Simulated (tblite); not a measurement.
Compound: C5H8F2Si.
Z-matrix (Å and degrees, GFN2-xTB geometry), rows numbered from 1:
```
F 
C   1  1.3598
F   2  1.3612  1  105.45
C   2  1.5104  1  111.93  3   120.83
C   4  1.5036  2  110.54  1    68.94
C   5  1.3213  4  118.59  2   122.86
C   6  1.5004  5  119.19  4     0.27
Si  7  1.9094  6  104.76  5    -1.73
H   2  1.1004  1  107.27  3  -114.26
H   4  1.0945  2  106.58  1   -50.29
H   5  1.0800  4  118.23  2   -57.08
H   6  1.0804  5  122.38  4   179.61
H   7  1.0910  6  109.92  5  -124.25
H   7  1.0909  6  109.60  5   119.69
H   8  1.4627  4  112.06  2    -5.58
H   8  1.4623  4  111.06  2   120.60
```

Method: GFN2-xTB as coded in tblite; computed harmonic values from a numerical Hessian at the method's own geometry, unscaled. Errors from tens to a few hundred cm⁻¹ against measured bands are possible. Modes of hydrogen on silicon can be 10 to 20 % off. One conformer, not necessarily the lowest.

Harmonic wavenumbers (cm⁻¹): 43.9, 61.8, 138.5, 208.7, 316.0, 369.5, 426.6, 456.6, 470.3, 536.9, 538.4, 650.2, 653.1, 715.8, 749.4, 766.1, 802.0, 828.8, 903.4, 987.1, 1004.3, 1018.0, 1037.5, 1093.6, 1102.4, 1134.0, 1196.8, 1216.0, 1241.0, 1276.6, 1306.4, 1321.3, 1457.6, 1712.9, 2281.3, 2284.5, 2893.9, 2941.2, 2964.3, 2988.8, 3068.6, 3086.0.

A = 2982, B = 1250, C = 936.8 MHz; mass 134.036 u (most abundant isotopes); point group C1, symmetry number 1.

Question: Zero-point energy?

Answer: ½Σν̃ = 25125 cm⁻¹ = 300.56 kJ/mol.

Question: What is S at 298.15 K and 1 bar for an ideal gas of classical rigid rotors and harmonic oscillators?

Answer: Translation 169.94, rotation 120.96, vibration 96.60: S = 387.5 J/(mol K).

Question: And Cp and H(298.15 K) − H(0)?

Answer: Cp = 144.36 J/(mol K), of which vibrations give 111.10 (their classical limit is 42 R = 349.2); H(298.15 K) − H(0) = 25.29 kJ/mol without the zero-point energy, 15.37 from vibrations.

Question: What must be added to the electronic energy to get the Gibbs energy at 298.15 K and 1 bar?

Answer: ZPE + [H(298.15 K) − H(0)] − T·S = 300.56 + 25.29 − 115.53 = 210.32 kJ/mol.

Question: Blend soft modes into free rotors: weight 1/[1 + (100 cm⁻¹/ν̃)⁴] for the oscillator and the rest for a rotor with moment μB/(μ + B), μ = h/(8π²ν), B = 10⁻⁴⁴ kg m². What vibrational entropy results?

Answer: 86.86 J/(mol K) in place of 96.60, which changes −T·S at 298.15 K by +2.90 kJ/mol.

Question: How do the functions run with temperature in this model?

Answer: 
| T (K) | S (J/(mol K)) | Cp (J/(mol K)) | H − H(0) (kJ/mol) | G − H(0) (kJ/mol) | ln q(vib) |
| --- | --- | --- | --- | --- | --- |
| 100 | 283.1 | 64.5 | 4.93 | -23.38 | 1.51 |
| 200 | 338.8 | 102.3 | 13.18 | -54.58 | 3.43 |
| 300 | 388.4 | 145.1 | 25.56 | -90.96 | 5.46 |
| 500 | 480.0 | 214.6 | 62.02 | -177.99 | 9.76 |
| 800 | 595.5 | 275.4 | 136.47 | -339.96 | 16.17 |
| 1000 | 659.8 | 300.4 | 194.19 | -465.64 | 20.18 |

q(vib) and H(0) count from the zero-point level.

Question: Which modes carry the vibrational entropy at 298.15 K?

Answer: 43.9 cm⁻¹: 21.23; 61.8 cm⁻¹: 18.40; 138.5 cm⁻¹: 11.82; 208.7 cm⁻¹: 8.60; 316.0 cm⁻¹: 5.57; 369.5 cm⁻¹: 4.53 J/(mol K); the other 36 give 26.45 together.

Hindered rotation and anharmonicity are outside this model. Other conformers, if any are populated, would add a mixing term that is left out. The structure is chiral; the term R ln 2 for an equal mix with its mirror image is left out.

On an Arm Neoverse V1 with one thread, shared host, this took 0.56 s. This covers the Hessian and the dipole derivatives.
